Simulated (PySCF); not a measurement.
A side-by-side comparison of computed properties.

First species: C₆H₆ClF.
Geometry (GFN2-xTB, Å), atoms numbered from 1 in this order:
```
atom  x, y, z in Å
C1    -3.0234    0.2951    0.7473
C2    -1.8847    0.2872    0.0574
C3    -0.5946    0.0101    0.6377
F4    -0.6017   -0.2493    1.9667
C5     0.5768   -0.0087   -0.0262
C6     1.8429   -0.2891    0.5835
C7     3.0161   -0.3107   -0.0547
Cl8    3.1935    0.0002   -1.7337
H9    -3.0416    0.0892    1.8043
H10   -3.9666    0.5067    0.2766
H11   -1.8709    0.4943   -1.0027
H12    0.5637    0.2005   -1.0844
H13    1.8419   -0.4992    1.6440
H14    3.9480   -0.5267    0.4419
```

Second species: C8H5F3S.
Z-matrix (Å and degrees, GFN2-xTB geometry), rows numbered from 1:
```
F 
C   1  1.3261
F   2  1.3276  1  110.15
C   2  1.3372  1  124.08  3   179.99
F   4  1.3526  2  114.88  1     0.21
C   4  1.4552  2  129.58  1  -179.85
C   6  1.3991  4  118.70  2  -178.18
C   7  1.3769  6  120.76  4  -179.93
C   8  1.3919  7  120.08  6    -0.21
S   9  1.7602  8  118.40  7  -179.86
C   9  1.3911  8  119.62  7     0.15
C  11  1.3788  9  120.32  8     0.10
H   7  1.0789  6  119.65  4     0.07
H   8  1.0791  7  120.37  6   179.85
H  10  1.3330  9   96.37  8   179.91
H  11  1.0802  9  120.24  8   179.99
H  12  1.0766  6  120.79  4     0.24
```

Levels: PBE0/pcSseg-1 for dipole moment, HOMO energy, LUMO energy and HOMO–LUMO gap; GFN2-xTB for rotational constant A and rotational constant C. Geometries: GFN2-xTB. All species are isolated and taken at one optimised geometry, non-relativistic unless stated; the electronic structure was computed with PySCF and density fitting.

The conformers computed, where there is a choice (atom-mapped SMILES and torsion angles):
- `[CH2:1]=[CH:2]/[C:3]([F:4])=[CH:5]/[CH:6]=[CH:7]\[Cl:8]`: C1–C2–C3–F4 0°, C3–C5–C6–C7 180°
- `[F:1][C:2]([F:3])=[C:4]([F:5])[c:6]1[cH:7][cH:8][c:9]([SH:10])[cH:11][cH:12]1`: C2–C4–C6–C7 -178°, H–S10–C9–C8 180°

(1) Which has the higher HOMO energy?

(2) Which has the higher rotational constant A?

(3) Which has the higher rotational constant C?

(4) Which has the higher HOMO–LUMO gap?

(5) Which has the higher dipole moment?

(6) Which has the higher LUMO energy?

Answers

(1) The second: -6.33 eV against -6.42 eV, a difference of 0.09 eV.

(2) The first: 4.886 GHz against 2.362 GHz, a difference of 2.524 GHz.

(3) The first: 0.588 GHz against 0.313 GHz, a difference of 0.275 GHz.

(4) The second: 5.02 eV against 4.59 eV, a difference of 0.43 eV.

(5) The second: 1.94 D against 0.85 D, a difference of 1.09 D.

(6) The second: -1.31 eV against -1.83 eV, a difference of 0.52 eV.

On the first: The dipole equals about 2.8 × 10⁻³⁰ C·m (1 D = 3.33564 × 10⁻³⁰ C·m).

On the second: The dipole equals about 6.5 × 10⁻³⁰ C·m (1 D = 3.33564 × 10⁻³⁰ C·m).
